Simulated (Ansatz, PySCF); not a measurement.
Potential energy curve for CH2S, SMILES C=S. The C1–S4 bond (C1 also carries H, H; S4 carries nothing else) is varied alone, starting from the PBE0/def2-TZVP optimised geometry.

Levels of theory: RKS-PBE = restricted PBE/6-31G in Ansatz (a quantum-chemistry and plane-wave program); UKS-PBE = unrestricted PBE/6-31G run with Ansatz; RKS-BHandHLYP = restricted BHandHLYP/6-31G (PySCF); UCCSD(T) = CCSD(T) on UHF/6-31G, 6 core orbitals frozen run with PySCF.

Energies relative to the lowest point of each curve near equilibrium, in kcal/mol; the last columns give the difference from UCCSD(T):

```tsv
R / Å	RKS-PBE	UKS-PBE	RKS-BHandHLYP	UCCSD(T)	RKS-PBE − UCCSD(T)	UKS-PBE − UCCSD(T)	RKS-BHandHLYP − UCCSD(T)
1.21	211.2	211.2	203.9	222.2	-11.0	-11.0	-18.2
1.29	122.0	122.0	115.6	130.1	-8.1	-8.1	-14.6
1.36	70.5	70.5	65.0	76.5	-6.0	-6.0	-11.5
1.45	29.8	29.8	25.7	33.5	-3.7	-3.7	-7.8
1.49	18.4	18.4	15.1	21.3	-2.8	-2.8	-6.1
1.56	5.9	5.9	4.0	7.6	-1.6	-1.6	-3.6
1.60	2.1	2.1	1.1	3.2	-1.0	-1.0	-2.1
1.65	0.0	0.0	0.0	0.3	-0.3	-0.3	-0.3
1.71	0.5	0.5	1.8	0.0	0.5	0.5	1.8
1.74	1.7	1.7	3.7	0.8	0.9	0.9	2.9
1.86	11.0	11.0	15.7	8.6	2.4	2.4	7.1
1.96	22.2	22.2	29.0	18.5	3.7	3.7	10.6
2.16	47.9	47.5	58.6	41.6	6.4	5.9	17.1
2.43	81.6	77.2	95.1	68.7	12.9	8.5	26.4
2.66	105.9	96.9	118.0	84.1	21.7	12.7	33.9
2.85	122.3	108.3	130.8	92.1	30.2	16.3	38.7
3.17	143.1	119.1	144.3	98.6	44.5	20.5	45.7
3.52	158.3	124.2	152.8	100.9	57.3	23.3	51.9
3.93	169.1	126.7	158.5	101.8	67.3	24.9	56.7
4.27	174.5	127.6	161.1	102.1	72.4	25.6	59.1
4.85	179.4	128.2	163.4	102.3	77.2	26.0	61.1
5.65	182.0	128.4	164.3	102.4	79.7	26.1	62.0
```

RKS-PBE is furthest from UCCSD(T) at 5.65 (79.7 kcal/mol, above); its mean absolute difference over the points is 23.3 kcal/mol.

UKS-PBE is furthest from UCCSD(T) at 5.65 (26.1 kcal/mol, above); its mean absolute difference over the points is 10.5 kcal/mol.

RKS-BHandHLYP is furthest from UCCSD(T) at 5.65 (62.0 kcal/mol, above); its mean absolute difference over the points is 24.5 kcal/mol.

The restricted form behind RKS-PBE, RKS-BHandHLYP keeps the bonding electrons paired and can't separate into open-shell fragments. The unrestricted determinant behind UKS-PBE is spin-contaminated at 2.16 to 5.65 Å (<S²> up to 2.0, against 0.00 for a pure singlet). The unrestricted solution behind UCCSD(T) changes between 2.16 and 2.43 Å, which can leave a kink. The unrestricted determinant behind UCCSD(T) is spin-contaminated at 1.56 to 5.65 Å (<S²> up to 2.0, against 0.00 for a pure singlet).
